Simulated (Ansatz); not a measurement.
Z-matrix (Å, degrees):
```
C
Si 1 1.879
H 1 1.092 2 111.0
H 1 1.092 2 110.9 3 120.1
H 1 1.092 2 110.4 3 -120.0
Al 2 2.460 1 112.2 3 -61.0
H 2 1.492 1 110.1 3 178.7
H 2 1.492 1 110.3 3 60.6
Ga 6 2.358 2 169.6 1 -14.6
O 6 1.705 2 138.0 1 167.1
H 9 1.571 6 164.0 2 -178.6
```

Charge 0, multiplicity 1.

Question: List the B3LYP/def2-TZVPP orbital energies in eV (the Gaussian-basis code of Ansatz). (Best estimate.)

Answer: Ansatz gave: Occupied: -10137.48, -1798.94, -1524.57, -1249.23, -1106.47, -1106.39, -1106.37, -519.34, -276.80, -149.27, -143.50, -112.54, -102.68, -102.48, -102.43, -98.82, -98.81, -98.80, -73.25, -73.14, -73.06, -24.94, -22.42, -22.40, -22.34, -22.28, -21.95, -19.46, -14.25, -11.62, -11.61, -11.54, -10.30, -9.49, -9.32, -8.84, -8.39, -7.96, -5.58. Lowest empty: -2.00, -1.53, -1.01, -0.62, 0.78, 1.10, 1.44, 1.78.

B3LYP here is the variant with VWN-RPA as its local correlation; programs differ in this.
